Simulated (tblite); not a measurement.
Species: C3H8BFGe.
Atom-mapped SMILES: `[F:1][B:2]([GeH3:3])[CH:4]1[CH2:5][CH2:6]1` (hydrogens: H7, H8, H9 on Ge3; H10 on C4; H11, H12 on C5; H13, H14 on C6)

Computed with GFN2-xTB (tblite), gas phase: L-BFGS steps from a force-field or distance-geometry start until the largest atomic force falls under 0.01 eV/Å.

At the end of the run (lengths in Å): F1–B2 1.326, Ge3–H8 1.496, Ge3–H7 1.493, Ge3–H9 1.495, B2–C4 1.543, C5–C6 1.478, B2–Ge3 2.026, B2–C4–C5 120.0°, Ge3–B2–C4 124.3°, C5–C4–C6 58.0°, C4–C5–C6 61.0°, F1–B2–C4–C5 34°, B2–C4–C5–C6 -109°, B2–C4–C6–C5 109°, H10–C4–B2–F1 180°, H13–C6–C4–B2 0°.

Question: These geometries were met on the way; a selection of coordinates is given. Order them by energy above the end point, lowest first.
A. F1–B2 1.429, Ge3–H8 1.563, Ge3–H7 1.557, Ge3–H9 1.545, B2–C4 1.585, C5–C6 1.514, B2–Ge3 2.017, B2–C4–C5 112.2°, Ge3–B2–C4 123.8°, C5–C4–C6 60.1°, C4–C5–C6 59.1°, F1–B2–C4–C5 23°, B2–C4–C5–C6 -111°, B2–C4–C6–C5 101°, H10–C4–B2–F1 167°, H13–C6–C4–B2 -8°
B. F1–B2 1.369, Ge3–H8 1.550, Ge3–H7 1.539, Ge3–H9 1.541, B2–C4 1.572, C5–C6 1.505, B2–Ge3 2.036, B2–C4–C5 112.0°, Ge3–B2–C4 122.6°, C5–C4–C6 59.0°, C4–C5–C6 60.2°, F1–B2–C4–C5 22°, B2–C4–C5–C6 -110°, B2–C4–C6–C5 100°, H10–C4–B2–F1 167°, H13–C6–C4–B2 -9°
C. F1–B2 1.319, Ge3–H8 1.519, Ge3–H7 1.505, Ge3–H9 1.525, B2–C4 1.545, C5–C6 1.475, B2–Ge3 2.032, B2–C4–C5 113.9°, Ge3–B2–C4 123.8°, C5–C4–C6 57.7°, C4–C5–C6 61.4°, F1–B2–C4–C5 21°, B2–C4–C5–C6 -110°, B2–C4–C6–C5 102°, H10–C4–B2–F1 167°, H13–C6–C4–B2 -10°
D. F1–B2 1.322, Ge3–H8 1.491, Ge3–H7 1.488, Ge3–H9 1.487, B2–C4 1.539, C5–C6 1.483, B2–Ge3 2.003, B2–C4–C5 115.9°, Ge3–B2–C4 126.2°, C5–C4–C6 58.3°, C4–C5–C6 60.8°, F1–B2–C4–C5 20°, B2–C4–C5–C6 -109°, B2–C4–C6–C5 104°, H10–C4–B2–F1 166°, H13–C6–C4–B2 -5°
E. F1–B2 1.337, Ge3–H8 1.494, Ge3–H7 1.488, Ge3–H9 1.497, B2–C4 1.536, C5–C6 1.475, B2–Ge3 1.995, B2–C4–C5 116.1°, Ge3–B2–C4 126.5°, C5–C4–C6 58.1°, C4–C5–C6 61.3°, F1–B2–C4–C5 21°, B2–C4–C5–C6 -110°, B2–C4–C6–C5 104°, H10–C4–B2–F1 166°, H13–C6–C4–B2 -7°

Answer: D (0.041 eV), E (0.076 eV), C (0.135 eV), B (0.297 eV), A (0.509 eV).

| step | E above end (eV) | rms distance from the end, all atoms (Å) | largest force (eV/Å) | rms shift of all bonds from the end (Å) |
| --- | --- | --- | --- | --- |
| 9 | 0.041 | 0.181 | 0.275 | 0.008 |
| 5 | 0.076 | 0.191 | 0.407 | 0.010 |
| 3 | 0.135 | 0.198 | 0.763 | 0.011 |
| 1 | 0.297 | 0.207 | 1.532 | 0.029 |
| 0 | 0.509 | 0.212 | 2.761 | 0.045 |

Rows stand in the order of the answer.
